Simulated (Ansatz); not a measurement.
`[CH3][GeH2][SiH2]Cl` + `F[SiH3]` → `F[SiH2][SiH2]Cl` + `[CH3][GeH3]`  (formal exchange of groups at the Si–Ge bond)

Computed with Ansatz on PBE0-D4/def2-TZVP structures; ΔE is electronic, products minus reactants. CCSD(T)/CBS adds triple-zeta CCSD(T) − MP2 to the extrapolated MP2 energy (def2 sets, frozen cores). This one scheme is used for every species. For Ge outer-core shells are correlated without core-valence functions, which leaves a few kJ/mol of doubt a bond. Scalar relativity is left out up to krypton. One conformer a species, not always the lowest.

| species | MP2/def2-QZVPP energy (Eh) |
| --- | --- |
| `[CH3][GeH2][SiH2]Cl` | -2866.96576 |
| `F[SiH3]` | -390.66367 |
| `F[SiH2][SiH2]Cl` | -1140.10532 |
| `[CH3][GeH3]` | -2117.51219 |

Task: Work out ΔE.

Result: ΔE = (-1140.10532) + (-2117.51219) − (-2866.96576) − (-390.66367) = 0.01192 Eh = +7.5 kcal/mol. CCSD(T)/CBS gives +6.4 kcal/mol.

Largest T1 diagnostic among the species: 0.011.

In def2-TZVPP, CCSD(T) changes the Hartree–Fock value by +1.0 kcal/mol (the triples alone add +0.1 kcal/mol) and MP2 by +2.1 kcal/mol.
